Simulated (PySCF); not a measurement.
Species: meta-tolunitrile, C8H7N.
SMILES with atom numbers: `[CH3:1][c:2]1[cH:3][cH:4][cH:5][c:6]([C:7]#[N:8])[cH:9]1` (hydrogens: H10, H11, H12 on C1; H13 on C3; H14 on C4; H15 on C5; H16 on C9)

Geometry (PBE0-D3(BJ)/def2-TZVP, Å), atoms numbered from 1 in this order:
```xyz
16
C8H7N angstrom
C     -2.3030   -0.6687    0.2040
C     -0.9159   -0.1210    0.0676
C     -0.7061    1.2405   -0.1480
C      0.5712    1.7571   -0.2914
C      1.6742    0.9239   -0.2197
C      1.4801   -0.4377   -0.0016
C      2.6030   -1.3147    0.0801
N      3.5090   -2.0225    0.1497
C      0.1913   -0.9530    0.1405
H     -2.2896   -1.7079    0.5337
H     -2.8855   -0.0903    0.9244
H     -2.8333   -0.6273   -0.7514
H     -1.5616    1.9056   -0.2034
H      0.7095    2.8187   -0.4577
H      2.6780    1.3142   -0.3275
H      0.0634   -2.0157    0.3107
```

Level: wB97X-D/pcSseg-2 in PySCF, non-relativistic, on one gas-phase PBE0-D3(BJ)/def2-TZVP geometry that isn't relaxed in the solvent. The solvent is an IEF-PCM continuum (cavity from Bondi-type radii × 1.2). Only the electrostatic response of the medium enters.

Gas phase at wB97X-D/pcSseg-2: HOMO -9.34 eV, LUMO 0.15 eV, dipole 5.06 D.

Task: What does the continuum do to the energy, the frontier levels and the dipole at wB97X-D/pcSseg-2 in chloroform?

Result: 
| solvent | ε | E(solvent) − E(gas) (kcal/mol) | polarisation term (kcal/mol) | distortion of the solute (kcal/mol) | HOMO (eV) | LUMO (eV) | dipole (D) |
| --- | --- | --- | --- | --- | --- | --- | --- |
| chloroform | 4.711 | -4.96 | -5.76 | 0.80 | -9.20 | 0.22 | 6.21 |

The polarisation term is half the interaction of the solute with the surface charges that it induces; the rest is the cost of distorting the solute's density. The sum is the electrostatic part of solvation alone.

Task: Which radius a makes the point-dipole formula ΔE = −[(ε − 1)/(2ε + 1)]·μ²/a³ give the value in chloroform, with the gas-phase dipole?

Result: μ = 1.991 au and |ΔE| = 0.00791 Eh give a = 2.98 Å; the farthest nucleus lies 4.05 Å from the centroid of the nuclei, so such a sphere wouldn't even hold the nuclei. The formula assumes a rigid point dipole at the centre of a sphere.

Task: Give the dipole vector in the frame of the coordinates (D, pointing from negative to positive charge), gas and chloroform.

Result: Gas (-4.24, 2.74, -0.25), solvent (-5.20, 3.39, -0.30). Its length changes by +23 % and its direction by less than 1°.

Note: wB97X-D ran without an empirical dispersion term, which enters the total energy and its gradient alone.
